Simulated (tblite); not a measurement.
Species: C5H13ClGeN2.
Atom-mapped SMILES: `[CH3:1][N:2]([CH3:3])[C@@H:4]1[CH2:5][CH2:6][Ge@@:7]1([NH2:8])[Cl:9]` (hydrogens: H10, H11, H12 on C1; H13, H14, H15 on C3; H16 on C4; H17, H18 on C5; H19, H20 on C6; H21, H22 on N8)

Computed with GFN2-xTB (tblite), gas phase: L-BFGS steps from a force-field or distance-geometry start until the largest atomic force falls under 0.01 eV/Å.

Geometry at step 159:
```
atom  x, y, z in Å
C1     -2.3124   -0.8026    0.2079
N2     -1.2284    0.1486    0.0525
C3     -1.6081    1.2144   -0.8499
C4     -0.0128   -0.5135   -0.3570
C5      0.5846   -1.4356    0.7239
C6      2.1045   -1.1490    0.6770
Ge7     1.7399    0.5634   -0.3365
N8      1.9951    2.1553    0.5660
Cl9     2.7415    0.8773   -2.2010
H10    -3.2160   -0.2558    0.4846
H11    -2.0726   -1.5069    1.0062
H12    -2.5088   -1.3674   -0.7220
H13    -2.4878    1.7173   -0.4458
H14    -0.7897    1.9342   -0.9213
H15    -1.8413    0.8595   -1.8637
H16    -0.1332   -1.0563   -1.3132
H17     0.1779   -1.1300    1.6904
H18     0.3383   -2.4876    0.5601
H19     2.5917   -1.1206    1.6579
H20     2.6286   -1.8839    0.0539
H21     1.9338    2.9782   -0.0218
H22     1.3647    2.2804    1.3509
```

Problem. Give the atomic forces at this geometry.

Solution. 
```csv
atom,Fx (eV/Å),Fy (eV/Å),Fz (eV/Å)
C1,-0.110,-0.017,-0.006
N2,0.012,-0.039,0.035
C3,0.027,-0.014,-0.002
C4,0.041,0.020,0.020
C5,0.105,0.075,0.058
C6,-0.026,-0.195,0.014
Ge7,0.059,-0.024,-0.027
N8,-0.182,0.018,0.027
Cl9,-0.003,-0.002,0.035
H10,0.033,-0.097,0.000
H11,-0.019,0.052,-0.109
H12,-0.003,0.049,0.115
H13,0.048,0.010,-0.027
H14,-0.002,-0.015,0.012
H15,0.000,-0.045,-0.045
H16,-0.041,0.049,0.053
H17,0.068,-0.018,-0.058
H18,0.092,0.094,0.012
H19,-0.161,-0.024,-0.265
H20,-0.094,0.165,0.165
H21,0.034,-0.024,0.066
H22,0.123,-0.020,-0.075
```

The largest, 0.31 eV/Å, acts on H19; the rms over all components is 0.077 eV/Å. The forces sum to zero within rounding, as they must for an isolated molecule in no field.

Problem. Give the force on H19 in Eh/bohr and in nN.

Solution. 0.311 eV/Å ÷ 51.422 = 0.00605 Eh/bohr, and 0.311 eV/Å × 1.602 = 0.50 nN.

Problem. How far is this geometry from the end of the optimisation?

Solution. 0.026 eV above it, and 0.140 Å rms away after alignment. The bonds farthest from their final lengths, with half the difference of the two atoms' forces along the bond (positive lengthens):

```
  bond  now (Å)  final (Å)  force along bond (eV/Å)
 C5–C6    1.547      1.537                    -0.09
Ge7–N8    1.848      1.838                    +0.01
C6–H19    1.096      1.086                    -0.15
C6–H20    1.097      1.089                    -0.18
 C4–C5    1.541      1.536                    +0.01
N8–H22    1.014      1.010                    -0.14
```

The angle farthest from its final value is C6–Ge7–N8, 117.4° against 114.3°.

Of the 3 listed bonds off by 0.010 Å or more, this force points towards the final length in 2.

What follows is the cost of the whole relaxation. On one thread, Arm Neoverse V2 (aarch64), on a shared host, this took 2.1 s wall.
